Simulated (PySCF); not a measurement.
H2TeO: double against triple zeta

Base calculation in PySCF with density fitting and no spin–orbit coupling, PBE0/def2-SVP (scalar-relativistic core potentials): singlet, Cs, Te–H 1.710 Å (×2), Te–O 1.836 Å; H–Te–H 85.6°, H–Te–O 105.2° (×2); wavenumbers 681, 739, 812, 898, 1933, 1948 cm⁻¹; dipole moment 4.09 D, gap between the highest occupied and lowest empty levels 5.94 eV, polar-tensor charge of Te 0.96 e, atomisation energy (no zero-point energy) 766 kJ/mol.

What changes on going to PBE0/def2-TZVP (scalar-relativistic core potentials)?

The point group stays the same. Changes: mean bond to Te -0.018 Å, smallest bond angle +0.9 degrees, highest wavenumber +19 cm⁻¹, lowest wavenumber +15 cm⁻¹, dipole moment +0.09 D, gap between the highest occupied and lowest empty levels +0.19 eV, polar-tensor charge of Te +0.03 e, atomisation energy (no zero-point energy) +62 kJ/mol. The new structure has Te–H 1.700 Å (×2), Te–O 1.803 Å; H–Te–H 86.5°, H–Te–O 103.9° (×2), with wavenumbers 696, 739, 842, 886, 1957, 1967 cm⁻¹. The larger basis shortens the bonds, as added polarisation functions usually do.

Only the bonding shown was studied: isomers, or loss of a ligand pair, can lie lower.
